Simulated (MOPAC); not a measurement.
Input file for MOPAC: PM7 on ClFGaH (SMILES [F][GaH][Cl]), a point of a bond scan (R = 4.163 Å).

```
PM7 1SCF PRECISE CHARGE=0 THREADS=1
ClFGaH

Ga    -0.42035658 1     0.09491825 1    -0.34524222 1
H     -3.63350945 1    -1.29147105 1    -2.59912808 1
F     -0.00462516 1     1.79964022 1    -0.33176534 1
Cl     0.86371139 1    -1.10121578 1     0.87461245 1
```

Program output:

```
*******************************************************************************
 **                                                                           **
 **                              MOPAC v23.2.5                                **
 **                                                                           **
 *******************************************************************************
 ** MOPAC's Digital Object Identifier: https://doi.org/10.5281/zenodo.6511958 **
 **                                                                           **
 ** Please cite the open-source release paper for use of this MOPAC version:  **
 ** J. E. Moussa and J. J. P. Stewart (2026)                                  **
 ** MOPAC: An open-source semiempirical molecular orbital program             **
 ** J. Open Source Softw., 11(119), 8025, https://doi.org/10.21105/joss.08025 **
 *******************************************************************************

                              PM7 CALCULATION RESULTS

 *******************************************************************************
 *  PM7        - The PM7 Hamiltonian to be used
 *
 *
 *
 *                 CHARGE ON SYSTEM = 0
 *
 *
 *
 *  PRECISE    - TIGHTER CRITERIA TO BE USED
 *  1SCF       - DO 1 SCF AND THEN STOP
 *  THREADS=1  - MULTI-THREADING NOT USED
 *  T=         - A TIME OF 172800.0 SECONDS REQUESTED
 *  DUMP=N     - RESTART FILE WRITTEN EVERY 7200.0 SECONDS REQUESTED
 *******************************************************************************
PM7 1SCF PRECISE CHARGE=0 THREADS=1
 ClFGaH

   ATOM   CHEMICAL          X               Y               Z
  NUMBER   SYMBOL      (ANGSTROMS)     (ANGSTROMS)     (ANGSTROMS)

     1      Ga         -0.42035658  *   0.09491825  *  -0.34524222  *
     2       H         -3.63350945  *  -1.29147105  *  -2.59912808  *
     3       F         -0.00462516  *   1.79964022  *  -0.33176534  *
     4      Cl          0.86371139  *  -1.10121578  *   0.87461245  *



          CARTESIAN COORDINATES

    NO.       ATOM           X           Y           Z

     1        Ga         -0.4204      0.0949     -0.3452
     2         H         -3.6335     -1.2915     -2.5991
     3         F         -0.0046      1.7996     -0.3318
     4        Cl          0.8637     -1.1012      0.8746

 General Reference for PM7:
 "Optimization of Parameters for Semiempirical Methods VI: More Modifications to the
 NDDO Approximations and Re-optimization of Parameters", J. J. P. Stewart, J. Mol. Mod., 1:32, 19 (2013)
 https://link.springer.com/article/10.1007/s00894-012-1667-x

           Empirical Formula: H Ga F Cl  =     4 atoms



      MOLECULAR POINT GROUP   :   Cs


      RHF CALCULATION, NO. OF DOUBLY OCCUPIED LEVELS = 9



 ALL CONVERGERS ARE NOW FORCED ON
 SHIFT=10, PULAY ON, CAMP-KING ON
 AND ITERATION COUNTER RESET



 -------------------------------------------------------------------------------
 PM7 1SCF PRECISE CHARGE=0 THREADS=1
 ClFGaH



     1SCF WAS SPECIFIED, SO BFGS WAS NOT USED
     SCF FIELD WAS ACHIEVED


                              PM7 CALCULATION
                                                       MOPAC v23.2.5 Linux




          FINAL HEAT OF FORMATION =         58.42549 KCAL/MOL =     244.45227 KJ/MOL


          COSMO AREA              =        116.36 SQUARE ANGSTROMS
          COSMO VOLUME            =         90.92 CUBIC ANGSTROMS

          IONIZATION POTENTIAL    =          7.721397 EV
          HOMO LUMO ENERGIES (EV) =         -7.721 -4.253
          NO. OF FILLED LEVELS    =          9
          MOLECULAR WEIGHT        =        125.1943         POINT GROUP:  Cs

          MOLECULAR DIMENSIONS (Angstroms)

            Atom       Atom       Distance
           Cl     4    H     2     5.68578
            F     3    H     2     2.97724
           Cl     4   Ga     1     0.00000


          SCF CALCULATIONS        =          1





   ATOM   CHEMICAL          X               Y               Z
  NUMBER   SYMBOL      (ANGSTROMS)     (ANGSTROMS)     (ANGSTROMS)

     1      Ga         -0.42035658  *   0.09491825  *  -0.34524222  *
     2       H         -3.63350945  *  -1.29147105  *  -2.59912808  *
     3       F         -0.00462516  *   1.79964022  *  -0.33176534  *
     4      Cl          0.86371139  *  -1.10121578  *   0.87461245  *

                             CARTESIAN COORDINATES

   1   Ga       -0.420356580     0.094918250    -0.345242220
   2    H       -3.633509450    -1.291471050    -2.599128080
   3    F       -0.004625160     1.799640220    -0.331765340
   4   Cl        0.863711390    -1.101215780     0.874612450


           Empirical Formula: H Ga F Cl  =     4 atoms



      MOLECULAR POINT GROUP   :   Cs


                  EIGENVALUES
 -37.33019 -25.27141 -16.56111 -13.92233 -13.86248 -12.64068 -11.00577 -10.96967
  -7.72140  -4.25279   1.23276   1.68128   2.81685  71.84384  71.97082  72.08936
  72.82692  72.83138


              NET ATOMIC CHARGES AND DIPOLE CONTRIBUTIONS

  ATOM NO.   TYPE          CHARGE      No. of ELECS.   s-Pop       p-Pop       d-Pop
    1         Ga           0.590011        2.4100     1.54790     0.86209
    2          H           0.298352        0.7016     0.70165
    3          F          -0.513659        7.5137     1.96310     5.55056
    4         Cl          -0.374705        7.3747     1.99254     5.37909     0.00308
 DIPOLE           X         Y         Z       TOTAL
 POINT-CHG.    -7.941    -4.040    -5.459    10.449
 HYBRID         1.340     1.305     0.807     2.037
 SUM           -6.602    -2.734    -4.652     8.526


          ATOMIC ORBITAL ELECTRON POPULATIONS

     Atom    s        px        py        pz      x^2-y^2     xz        z^2       yz        xy
    1 Ga   1.54790   0.29407   0.37338   0.19464
    2  H   0.70165
    3  F   1.96310   1.94664   1.63526   1.96865
    4 Cl   1.99254   1.76666   1.82217   1.79026   0.00020   0.00090   0.00007   0.00095   0.00096

 **********************
 *                    *
 * JOB ENDED NORMALLY *
 *                    *
 **********************




 == MOPAC DONE ==
```

The run finished.

Cost: around 0.19 core-seconds (rough).
